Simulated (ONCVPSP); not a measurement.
magnesium (Mg): excitation energies, all-electron against ONCV

```json
{"Element": "magnesium", "Generator": "ONCVPSP 4.0.1", "Type": "optimised norm-conserving Vanderbilt (ONCV)", "Functional": "LDA (Perdew-Zunger)", "Relativity": "scalar-relativistic", "Frozen core": "[He]", "Valence charge": "10", "Reference configuration": "2s2 2p6 3s1 3p1", "Partial waves": "2s+3s: rc 1.30 bohr, ncon 3, nbas 6, qcut 7 1/bohr, 2 projectors; 2p+3p: rc 1.25 bohr, ncon 5, nbas 10, qcut 13.4 1/bohr, 3 projectors, debl 1.7 Ha", "Local potential": "polynomial inside 1.10 bohr (lpopt 4, dvloc0 0 Ha)", "Core correction": "polynomial model core, fcfact 0.45"}
```

Energies are relative to the spin-unpolarised reference configuration 2s2 2p6 3s1 3p1; without spin polarisation the order of configurations can differ from experiment.

```tsv
valence configuration	charge	ΔE all-electron (eV)	error AE − PS (meV)
2s2 2p6 3s1 3p0	+1	4.551	+0.1
2s2 2p6 3s0 3p0	+2	19.599	-0.7
```

(1) What are ΔE and the potential's error for 2s2 2p5 3s2 3p0?

(2) What are ΔE and the potential's error for 2s2 2p6 3s2 3p0?

Levels in the configuration 2s2 2p6 3s2 3p0:

| level | all-electron (eV) | pseudo (eV) |
| --- | --- | --- |
| 2s | -79.284 | -79.271 |
| 2p | -46.715 | -46.700 |
| 3s | -4.787 | -4.787 |

Results:

(1) ΔE = 55.122 eV all-electron; the error (AE − PS) is +278 meV.

(2) ΔE = -3.523 eV all-electron; the error (AE − PS) is -0.1 meV.
